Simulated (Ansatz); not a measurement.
Geometry optimisation, Ansatz 0.2.0, RKS r2SCAN/def2-SVP.

The input (input.yaml):

```yaml
crystal:
  periodic: [false, false, false]
  atoms:
    - { symbol: "N", position_ang: [-2.1535, 0.3411, -0.3215] }
    - { symbol: Sn, position_ang: [-0.5255, -0.7611, 0.0001] }
    - { symbol: B, position_ang: [0.7259, 0.072, 1.6272] }
    - { symbol: O, position_ang: [1.6705, 0.7881, 0.6238] }
    - { symbol: C, position_ang: [1.211, 0.2076, -0.6068] }
    - { symbol: H, position_ang: [-1.9321, 1.3922, -0.142] }
    - { symbol: H, position_ang: [-2.3799, 0.3266, -1.3516] }
    - { symbol: H, position_ang: [-0.5739, -2.4722, -0.2485] }
    - { symbol: H, position_ang: [1.0573, -0.4645, 2.6849] }
    - { symbol: H, position_ang: [0.9968, 1.0103, -1.3108] }
    - { symbol: H, position_ang: [1.9687, -0.4972, -0.9343] }
basis:
  gaussian: { orbitals: def2-SVP }
hamiltonian:
  xc: r2scan
relax:
  f_tol: 0.015
  max_steps: 40
```

Command:

```bash
$ ansatz run input.yaml --threads 2 --pin off --max-ram 3072MiB --backend cpu --events-out ev --progress --plain --runs-dir out
```

Task: Where does it end, and by what steps?

Result: The run converged. After 11 steps the energy has fallen by 1.612 eV; H9 moved furthest, 0.55 Å.

| step | energy less start (eV) | largest force component (eV/Å) | accepted |
| --- | --- | --- | --- |
| 0 | 0.0000 | 3.343 | yes |
| 1 | -1.0026 | 2.092 | yes |
| 2 | -1.4135 | 1.313 | yes |
| 3 | -1.5499 | 0.356 | yes |
| 4 | -1.5867 | 0.313 | yes |
| 5 | -1.5872 | 0.431 | yes |
| 6 | -1.6078 | 0.170 | yes |
| 7 | -1.6001 | 0.394 | no |
| 8 | -1.6112 | 0.088 | yes |
| 9 | -1.6120 | 0.020 | yes |
| 10 | -1.6121 | 0.023 | yes |
| 11 | -1.6121 | 0.009 | yes |

```xyz
11
Properties=species:S:1:pos:R:3
N -2.328 0.267 -0.344
Sn -0.559 -0.709 0.037
B 0.912 -0.035 1.650
O 1.825 0.356 0.748
C 1.402 0.180 -0.640
H -2.291 1.269 -0.155
H -2.648 0.153 -1.306
H -0.886 -2.300 -0.531
H 1.105 0.059 2.837
H 1.395 1.167 -1.128
H 2.137 -0.465 -1.148
```

Whether the end is a true minimum wasn't checked by a vibrational analysis.

Time of the run: 73 s on 2 threads of Arm Neoverse V1 (shared host), peak memory 0.2 GiB.
